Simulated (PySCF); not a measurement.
How good is the calculation?

Atom-mapped SMILES (the numbers label the heavy atoms): `[CH3:1][NH:2][c:3]1[cH:4][cH:5][cH:6][cH:7][n:8]1`. Each H is labelled by its parent atom.

Published estimates (parent shift plus substituent increments) and measurements: δ ¹³C C3 160.7; C7 148.5; C5 137.4; C6 112.4; C4 107.5 ppm (estimated from measurements, as parent shift plus tabulated substituent increment; solution, not stated per compound (mostly CDCl3 or CCl4); Pretsch, Buehlmann, Badertscher, Structure Determination of Organic Compounds, 4th ed. (2009)).

How the numbers were obtained: σ from GIAO-PBE0/pcSseg-1, structure optimised with GFN2-xTB, in PySCF (a single conformation, isolated molecule, one averaged value for each set of equivalent atoms, non-relativistic Hamiltonian).

Task: How close does the calculation come?

Result: 
Reference values: estimated from measurements, as parent shift plus tabulated substituent increment (solution, not stated per compound (mostly CDCl3 or CCl4); Pretsch, Buehlmann, Badertscher, Structure Determination of Organic Compounds, 4th ed. (2009)).
```csv
atoms,quantity,reference,computed,"computed, scaled"
C3,δ ¹³C,160.7,163.3,157.5
C7,δ ¹³C,148.5,155.5,149.9
C5,δ ¹³C,137.4,143.5,138.2
C6,δ ¹³C,112.4,116.4,111.6
C4,δ ¹³C,107.5,104.3,99.8
```

Computed shifts are σ(ref) − σ with the named reference compound (TMS for H and C) calculated as an isolated molecule at the same level. The measured values may be among those fitted. Scaled to experiment by linear calibration (H and C: mostly CDCl3 data, vs TMS): ¹³C (scatter 2.1 ppm rms, 2.3 ppm with the 2 outliers that the fit left out). Occasional misses reach two or three times the rms, and more in compound classes unlike the fitted ones.

Task: How far are the unscaled ¹³C shifts from the references?

Result: Mean signed difference +3.30 ppm, mean absolute 4.58 ppm over 5 comparisons; the largest is +7.0 ppm at C7 (aromatic CH next to a ring nitrogen).
